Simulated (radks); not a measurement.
The chromium ion Cr2+ inside a hard spherical wall (all orbitals vanish at R), configuration held at [Ar] 3d4 and not refilled when levels cross. Calculated with a radial shooting solver on a logarithmic mesh with Libxc functionals: scalar-relativistic Kohn-Sham, PBEsol, spin-unpolarised, spherical densities, point nucleus. Eigenvalues in eV, with the zero of energy where the potential of the charges vanishes at infinity; a dash marks a level that is unbound or too diffuse for the functional's potential to be trusted. A positive occupied level is held by the wall or, in an anion where self-interaction has pushed it up, behind a barrier. The pressure on the wall is -dE/dV.

| R (bohr) | E (hartree) | kinetic (hartree) | e(2p) | e(3s) | e(3p) | e(3d) | e(4s, empty) | e(4p, empty) | pressure (GPa) |
|---|---|---|---|---|---|---|---|---|---|
| free | -1048.61180 | 1059.145 | -581.68 | -94.881 | -66.312 | -22.813 | -18.422 | -13.229 | 0 |
| 15 | -1048.61180 | 1059.145 | -581.68 | -94.881 | -66.312 | -22.813 | -18.422 | -13.229 | < 0.0001 |
| 10 | -1048.61180 | 1059.145 | -581.68 | -94.881 | -66.312 | -22.813 | -18.422 | -13.227 | < 0.0001 |
| 8 | -1048.61180 | 1059.145 | -581.68 | -94.880 | -66.312 | -22.813 | -18.418 | -13.195 | 0.000369 |
| 5 | -1048.60885 | 1059.172 | -581.48 | -94.715 | -66.152 | -22.652 | -17.647 | -11.510 | 0.570 |
| 4 | -1048.58920 | 1059.302 | -580.67 | -94.060 | -65.520 | -21.969 | -14.930 | -7.347 | 6.69 |
| 2.5 | -1048.02482 | 1062.205 | -570.74 | -87.064 | -58.484 | -13.266 | 17.519 | 31.299 | 550 |
| 2 | -1046.35079 | 1069.946 | -554.03 | -75.798 | -46.399 | 1.365 | 70.265 | 87.152 | 3830 |
